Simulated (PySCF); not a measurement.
Question: Give a PBE0-D3(BJ)/def2-SVP geometry of `C(F)(F)(F)C(F)(F)c1ccncc1`.

Answer: 
```xyz
17
C7H4F5N angstrom
F     -1.9434   -1.6315    0.7001
C     -2.2808   -0.3989    0.3392
F     -3.5290   -0.4078   -0.0985
F     -2.2052    0.3919    1.4041
C     -1.3249    0.1070   -0.7629
F     -1.7419    1.3408   -1.1031
F     -1.4901   -0.7037   -1.8251
C      0.1115    0.1262   -0.3176
C      0.9245   -0.9887   -0.5065
C      2.2377   -0.9262   -0.0428
N      2.7495    0.1358    0.5722
C      1.9631    1.1934    0.7491
C      0.6358    1.2446    0.3259
H      0.5472   -1.8807   -1.0083
H      2.9067   -1.7832   -0.1791
H      2.4082    2.0561    1.2572
H      0.0274    2.1352    0.4899
```

Any rigid rotation of these coordinates is as good. Atoms count from 1 in this order. Of the pairs four or more bonds apart, F7···H14 is among the closest relative to their van der Waals radii: 2.49 Å, 93 % of the sum of Bondi's values. The 6-membered ring C8–C9–C10–N11–C12–C13 has internal angles of 118.0° to 123.5°; it is planar, 0.00 Å rms from its mean plane, widest ring torsion 0°. The 6 C–C bonds span 1.393 Å (C8–C9, aromatic) to 1.544 Å (C2–C5, drawn single), a spread of 0.151 Å. The 5 C–F bonds span 1.323 Å (C2–F3, drawn single) to 1.346 Å (C5–F7, drawn single), a spread of 0.023 Å.

Bonds between heavy atoms (Å): F1–C2 1.328, C2–F3 1.323, C2–F4 1.329, C2–C5 1.544, C5–F6 1.346, C5–F7 1.346, C5–C8 1.504, C8–C9 1.393, C9–C10 1.394, C10–N11 1.330, N11–C12 1.330, C12–C13 1.394, C8–C13 1.393.

Computed with PySCF 2.14.0, PBE0-D3(BJ)/def2-SVP geometry optimisation, gas phase.

PBE0-D3(BJ)/def2-SVP frequencies: not computed here. One conformer, not necessarily the lowest (C2–C5–C8–C9 90°).
